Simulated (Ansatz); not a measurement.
The cluster CdO2 (the lowest singlet isomer of a short search), 3 atoms. Hardware: 4 threads of Arm Neoverse V1 on a shared host.

In the def2 sets Cd takes a core potential; there is no spin–orbit coupling. Correlated methods freeze 2 core orbitals; core or outer-core shells of Cd are correlated, in sets that lack core-valence functions.

Problem. How many basis functions does each of these Ansatz runs have, and roughly what does it cost? r2SCAN-D4/def2-TZVP, charge 1 doublet, relaxation, 5 steps; ωB97X-V/def2-TZVP, charge 0 quintet, energy, from earlier orbitals; r2SCAN-D4/def2-TZVP, charge 0 triplet, energy, from earlier orbitals; HF/STO-3G, charge 0 quintet, energy; RPA@PBE/def2-TZVP, charge 0 quintet, energy, from earlier orbitals; MP2/def2-TZVP, charge 0 triplet, energy, from earlier orbitals; ωB97X-V/def2-TZVP, charge 0 singlet, energy, from earlier orbitals; HF/STO-3G, charge 0 singlet, energy; PBE0-D4/def2-TZVP, charge 0 singlet, energy, from earlier orbitals; PBE0-D4/def2-TZVP, charge 1 doublet at the geometry of the charge 0 singlet, energy; PBE-D4/def2-TZVPD, charge -1 doublet at the geometry of the charge 0 singlet, energy, from earlier orbitals; CCSD(T)/def2-TZVPD, charge -1 doublet at the geometry of the charge 0 singlet, energy, from earlier orbitals.

Solution. Other jobs shared the machine, so times can vary by a factor of up to 3. A dash marks memory too small to be measured apart from the calling script's.

```csv
run,functions,fitting or Cholesky vectors,wall time,peak host memory (GiB)
"HF/STO-3G, charge 0 singlet, energy",37,503,0.2 s,–
"HF/STO-3G, charge 0 quintet, energy",37,499,0.4 s,–
"MP2/def2-TZVP, charge 0 triplet, energy, from earlier orbitals",102,793,0.8 s,–
"PBE0-D4/def2-TZVP, charge 0 singlet, energy, from earlier orbitals",102,722,2 s,–
"RPA@PBE/def2-TZVP, charge 0 quintet, energy, from earlier orbitals",102,793,2 s,–
"r2SCAN-D4/def2-TZVP, charge 0 triplet, energy, from earlier orbitals",102,671,2.1 s,–
"PBE-D4/def2-TZVPD, charge -1 doublet at the geometry of the charge 0 singlet, energy, from earlier orbitals",120,737,2.6 s,–
"ωB97X-V/def2-TZVP, charge 0 singlet, energy, from earlier orbitals",102,687,5.5 s,–
"ωB97X-V/def2-TZVP, charge 0 quintet, energy, from earlier orbitals",102,687,7.5 s,–
"PBE0-D4/def2-TZVP, charge 1 doublet at the geometry of the charge 0 singlet, energy",102,722,12 s,–
"r2SCAN-D4/def2-TZVP, charge 1 doublet, relaxation, 5 steps",102,671,13 s,–
"CCSD(T)/def2-TZVPD, charge -1 doublet at the geometry of the charge 0 singlet, energy, from earlier orbitals",120,881,25 s,1.2
```
